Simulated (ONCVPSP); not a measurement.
**How hard is this carbon ONCV potential?**

```json
{
  "Element": "carbon (C)",
  "Generator": "ONCVPSP 4.0.1",
  "Type": "optimised norm-conserving Vanderbilt (ONCV)",
  "Functional": "revPBE",
  "Relativity": "scalar-relativistic",
  "Frozen core": "[He]",
  "Valence charge": "4",
  "Reference configuration": "2s2 (charge +2)",
  "Partial waves": "2s: rc 1.05 bohr, ncon 4, nbas 8, qcut 5.5 1/bohr, 2 projectors, debl 0.8 Ha; p scattering state at 0.03 Ha: rc 1.15 bohr, ncon 4, nbas 8, qcut 6 1/bohr, 2 projectors, debl 0.8 Ha",
  "Local potential": "polynomial inside 0.85 bohr (lpopt 5, dvloc0 0 Ha)",
  "Core correction": "Teter function, fcfact 3.75, rcfact 1.7"
}
```

In the s channel the program set the typed energies aside and used -1.485, 0.250 Ha. In the p channel the program set the typed energies aside and used 0.050, 0.850 Ha.

Problem. For each optimised wave give the share of its norm inside rc, the residual kinetic energy above qcut (Ha) and the cutoffs (Ha) for errors of 10, 1, 0.1 and 0.01 mHa per electron.

Solution.

```
         wave  norm inside rc  residual KE  10 mHa  1 mHa  0.1 mHa  0.01 mHa
           2s           0.311      5.0e-03    12.8   39.2    140.8     165.6
s projector 2           0.043      1.7e-03     8.8   17.0     99.3     207.7
p projector 1           0.048      3.2e-03    13.7   34.4    138.9     163.5
p projector 2           0.069      7.7e-03    17.1   27.9    176.5     213.8
```

The occupied waves need 39 Ha and 141 Ha for 1 and 0.1 mHa.
